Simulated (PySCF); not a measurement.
# From a computed spectrum to the compound

A species of 4 atoms with charge 1 has these harmonic modes (B3LYP, small Gaussian bases with core potentials, PySCF 2.14.0):

```csv
cm⁻¹,km/mol,symmetry
134,22.9,π
134,22.9,π
425,64.2,σ+
788,20.3,π
788,20.3,π
2052,371.3,σ+
3406,77.7,σ+
```

(1) Which species is it, and in which structure?

## Answers

(1) [Pb(CCH)]+ (singlet):
```xyz
4

Pb    0.0000    0.0000   -0.3068
C     0.0000    0.0000    1.8685
C     0.0000    0.0000    3.0983
H     0.0000    0.0000    4.1795
```
Ideal gas at 298.15 K and 1 bar: S = 279.5 J/(mol K), Cp = 56.7 J/(mol K), H − H(0 K) = 13.4 kJ/mol (rigid rotor, harmonic modes, spin degeneracy alone). 
 This is one of several that fit.
